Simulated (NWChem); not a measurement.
System: CH$_{3}$FN$_{2}$Zn; SMILES [F][Zn]1[NH]C=[NH]->1

Here is an NWChem input.

```
start job
memory heap 200 mb stack 900 mb global 1100 mb
geometry units angstroms noautoz
  Zn     0.001200    -0.498955     0.000000
  F     -0.001980    -2.243940     0.000000
  C     -0.001539     1.890804     0.000000
  N     -0.000495     1.168645    -1.109597
  N     -0.000495     1.168645     1.109597
  H     -0.003307     2.985753     0.000000
  H     -0.000856     1.648191    -1.999580
  H     -0.000856     1.648191     1.999580
end
basis spherical
  Zn library 6-31g*
  F library 6-31g*
  C library 6-31g*
  N library 6-31g*
  H library 6-31g*
end
dft
  xc pbe0
  iterations 150
  mulliken
end
task dft energy
```

The geometry was optimised at B3LYP/6-31G* (spherical d).

Problem. Give the results of this calculation. (PBE0/6-31G* (spherical d).) Quantities: basis functions; energy (Ha); highest occupied level (eV); orbital gap (eV); dipole (D).

Solution. 
```json
{
  "number_of_basis_functions": "96",
  "energy (Ha)": "-2027.86",
  "highest occupied level (eV)": "-6.70",
  "orbital gap (eV)": "6.70",
  "dipole (D)": "4.89"
}
```
